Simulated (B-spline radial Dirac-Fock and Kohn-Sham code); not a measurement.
**Neutral promethium: differential elastic cross section for electrons at 100 keV**

Calculated with a B-spline atomic structure program, using relativistic (Dirac) partial waves in the static field of the Dirac-Fock atom with Furness-McCarthy exchange, without polarisation or absorption potentials.

Input of the calculation (task.json; shells as n, l, electrons):

```json
{"items": [{
  "Z": 61,
  "q": 0,
  "cfg": [[1, 0, 2], [2, 0, 2], [2, 1, 6], [3, 0, 2], [3, 1, 6], [3, 2, 10], [4, 0, 2], [4, 1, 6], [4, 2, 10], [4, 3, 5], [5, 0, 2], [5, 1, 6], [6, 0, 2]],
  "A": 145,
  "rrms": 4.962,
  "do": "elastic",
  "energies": [[100000, 0]],
  "theta": [0, 1, 2, 3, 5, 7, 10, 15, 20, 25, 30, 40, 50, 60, 70, 80, 90, 100, 110, 120, 130, 140, 150, 160, 170, 180]
}]}
```

Launch: `python xray2_run.py task.json out`

```tsv
θ (°)	dσ/dΩ (a₀²/sr)	Sherman function
0	1220	0.000
1	146	0.000
2	31.8	0.000
3	10.3	0.000
5	2.08	0.000
7	0.678	0.001
10	0.202	0.002
15	0.0494	0.004
20	0.0180	0.005
25	0.00817	0.006
30	0.00430	0.005
40	0.00160	-0.006
50	0.000755	-0.029
60	0.000414	-0.062
70	0.000252	-0.102
80	0.000165	-0.145
90	0.000115	-0.188
100	8.43e-05	-0.225
110	6.45e-05	-0.252
120	5.14e-05	-0.266
130	4.25e-05	-0.263
140	3.64e-05	-0.241
150	3.23e-05	-0.201
160	2.97e-05	-0.144
170	2.82e-05	-0.075
180	2.77e-05	0.000
```

The total elastic cross section is 0.758 a₀², the first transport cross section 0.00321 a₀² and the second, weighted with (3/2) sin²θ, 0.00763 a₀². The mean deflection is ⟨1 − cos θ⟩ = 0.00424, and 0.048 % of the collisions scatter beyond 90°.
